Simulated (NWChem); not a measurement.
Species: C4H6O; SMILES C(O)CC#C

```xyz
11

C      0.5828    -2.2342     0.1085
C     -0.1044    -1.2553    -0.0566
C     -0.9425    -0.0713    -0.2412
C     -0.3594     1.2098     0.3895
O      0.9095     1.5684    -0.1223
H      1.1976    -3.0929     0.2535
H     -1.9384    -0.2472     0.1906
H     -1.1082     0.1032    -1.3154
H     -1.0941     2.0222     0.2636
H     -0.2121     1.0575     1.4625
H      0.8196     1.7159    -1.0769
```
Atoms are numbered in this order, from 1.

Program: NWChem. Medium grid unless said otherwise, to which SCAN and Minnesota functionals are sensitive. All runs use the structure optimised with B3LYP/6-31G* (spherical d).

For level PBE/def2-TZVP:

```yaml
highest occupied level (eV): -6.25
orbital gap (eV): 5.94
```

**Question.** How do the values read with level M06-2X/def2-TZVP instead?

**Answer.** The highest occupied level (eV) is -8.92 and the orbital gap (eV) is 10.17.
